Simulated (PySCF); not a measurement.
Spinor energies of Cl⁺ (chlorine, charge +1)

Start: [Ne] 3s2 3p3 4s1; 3p3/2 filled at m_j = -1/2, +1/2, +3/2; 4s1/2 filled at m_j = +1/2. Calculated with PySCF 2.14 in x2c-TZVPall-2c with one added diffuse shell each of s, p type (6s7p2d1f, 44 functions): generalised Hartree-Fock with the X2C-1e Hamiltonian and a Gaussian nucleus; one run each with spin-orbit coupling (SO) switched off, then screened by Boettger's factors. This is a chosen level, not necessarily the ground level.

```tsv
spinor shell	electrons	ε, spin-free (eV)	ε, screened SO (eV)	weight of nominal j (screened SO)	rms radius, screened SO (bohr)
1s1/2	2	-2884.7	-2884.7	1.000	0.105
2s1/2	2	-310.42	-310.41	1.000	0.478
2p1/2	2	-239.50	-241.18	0.817	0.449
2p3/2	4	-239.50	-238.67	0.909	0.451
3s1/2	2	-44.987	-44.987	1.000	1.56
3p3/2	3	-32.418	-32.418	0.657	1.75
4s1/2	1	-9.936	-9.935	1.000	4.16
```

```csv
quantity,spin-free,screened SO
E (hartree),-459.99068,-459.99177
M_J,2,2
⟨J²⟩,6.000,6.000
⟨L²⟩,0.000,0.001
⟨S²⟩,6.000,5.999
```

Each row is a mean over spinors that exchange with the open shell spreads, by up to 11.250 eV (3s1/2).

Rows whose weight is well below 1 are mixtures of j = l ± 1/2: exchange outweighs spin-orbit coupling there, and the label is only the starting occupation.

Without spin-orbit coupling the j labels of p, d and f shells carry no meaning; the spin-free column gives the mean over the occupied spinors of each nl shell.
